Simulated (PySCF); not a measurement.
**Correlation energy of Xe²⁺ (xenon, charge +2)**

[Kr] 4d10 5s2 5p4, high-spin 3P determinant. Calculation: PySCF 2.14, in ANO-RCC-VTZP (7s6p4d2f1g, 68 functions); scalar relativity by spin-free X2C-1e. Frozen: [Ar] 3d10; 24 electrons correlated.

| level | correlation energy (mhartree) |
| --- | --- |
| CCSD | -681.13 |
| (T) | -12.73 |
| CCSD(T) | -693.86 |

Diagnostics: T1 = 0.0055, D1 = 0.0303, largest double amplitude 0.046.

Cost of the coupled-cluster step: of the order of 20 core-seconds, for 24 correlated electrons.

Iterations:

```
CC2 = 0
CCSD nocc = (np.int64(13), np.int64(11)), nmo = (54, 54)
frozen orbitals [[0, 1, 2, 3, 4, 5, 6, 7, 8, 9, 10, 11, 12, 13], [0, 1, 2, 3, 4, 5, 6, 7, 8, 9, 10, 11, 12, 13]]
max_cycle = 100
direct = 0
conv_tol = 1e-08
conv_tol_normt = 1e-06
diis_space = 8
diis_start_cycle = 0
Init t2, MP2 energy = -0.719949871111407
Init E_corr(UCCSD) = -0.719949871112186
cycle = 1  E_corr(UCCSD) = -0.66730298077119  dE = 0.0526468903  norm(t1,t2) = 0.0556106
cycle = 2  E_corr(UCCSD) = -0.681524063634531  dE = -0.0142210829  norm(t1,t2) = 0.0124986
cycle = 3  E_corr(UCCSD) = -0.68044396748022  dE = 0.00108009615  norm(t1,t2) = 0.0041245
cycle = 4  E_corr(UCCSD) = -0.681157281094548  dE = -0.000713313614  norm(t1,t2) = 0.00133772
cycle = 5  E_corr(UCCSD) = -0.68113503901673  dE = 2.22420778e-05  norm(t1,t2) = 0.000172661
cycle = 6  E_corr(UCCSD) = -0.68112825390224  dE = 6.78511449e-06  norm(t1,t2) = 3.04147e-05
cycle = 7  E_corr(UCCSD) = -0.681130398424446  dE = -2.14452221e-06  norm(t1,t2) = 8.13561e-06
cycle = 8  E_corr(UCCSD) = -0.681130481367003  dE = -8.29425573e-08  norm(t1,t2) = 1.24935e-06
cycle = 9  E_corr(UCCSD) = -0.681130380920192  dE = 1.00446811e-07  norm(t1,t2) = 2.97941e-07
cycle = 10  E_corr(UCCSD) = -0.681130389250704  dE = -8.3305115e-09  norm(t1,t2) = 6.53083e-08
UCCSD converged
E(UCCSD) = -7442.741161265484  E_corr = -0.6811303892507039
UCCSD(T) correction = -0.0127312847390183
```
